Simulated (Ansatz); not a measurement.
Job for Ansatz (a program for electronic structure): R-B3LYP/def2-TZVPP on C3H8O2 (SMILES COCOC).

Ansatz 0.2 input:
```yaml
crystal:
  periodic: [false, false, false]
  atoms:
    - {symbol: C, position_ang: [1.87810006, 0.09139687, 0.21014534]}
    - {symbol: O, position_ang: [0.82721934, -0.40843238, -0.60315802]}
    - {symbol: C, position_ang: [-0.20656730, -1.01187848, 0.12464188]}
    - {symbol: O, position_ang: [-0.93488077, -0.11906113, 0.92150380]}
    - {symbol: C, position_ang: [-1.69168253, 0.82177366, 0.17469674]}
    - {symbol: H, position_ang: [2.31707406, -0.70997432, 0.81658466]}
    - {symbol: H, position_ang: [1.52829304, 0.88435343, 0.87585417]}
    - {symbol: H, position_ang: [2.63659615, 0.48881631, -0.46146412]}
    - {symbol: H, position_ang: [0.18995075, -1.76133570, 0.81814795]}
    - {symbol: H, position_ang: [-0.85206351, -1.48199667, -0.62515093]}
    - {symbol: H, position_ang: [-2.39820038, 0.31298478, -0.49210840]}
    - {symbol: H, position_ang: [-1.04765128, 1.47014545, -0.42459126]}
    - {symbol: H, position_ang: [-2.24618764, 1.42320817, 0.89241175]}
basis:
  gaussian:
    orbitals: def2-TZVPP
hamiltonian:
  xc: {name: B3LYP}
scf: {lower_state_search: off}
```

Output:

```
WARN ansatz: RAYON_NUM_THREADS=1 ignored (pool sized by the plan → 1); use --threads N
Functional definition: B3LYP
these checks for a lower state are left out or cut short: stability, starts, cluster_reference, orbital_swaps, neighbouring_geometries, increment
integrals: 0.18 GiB planned
1314 factors; their error is unknown
mean field: 1.65 GiB planned
mean field evaluation 1: about -7329.8002 eV, gradient 6.3e1 eV
mean field evaluation 2: about -7324.4246 eV, gradient 8.2e1 eV
mean field evaluation 4: about -7338.1356 eV, gradient 4.1e0 eV
mean field evaluation 8: about -7338.1562 eV, gradient 4.5e-2 eV
mean field evaluation 16: about -7338.1562 eV, gradient 3.0e-6 eV
mean field -7338.15620754 eV, -269.6722666462 hartree, gradient 3.0e-6 eV, S^2 0.000000; 0 other end points of the search recorded, 0 dependent functions left out
reference -7338.15649892 eV, -269.6722773540 hartree; 21, 21 occupied and 246, 246 virtual orbitals, 1314 factors
Total energy: -7338.15649892 eV, -269.6722773540 hartree
Checks for a lower state left out: stability, starts, cluster_reference, orbital_swaps, neighbouring_geometries, increment
```

The calculation finished and met its thresholds.

Cost: roughly 5 core-seconds.
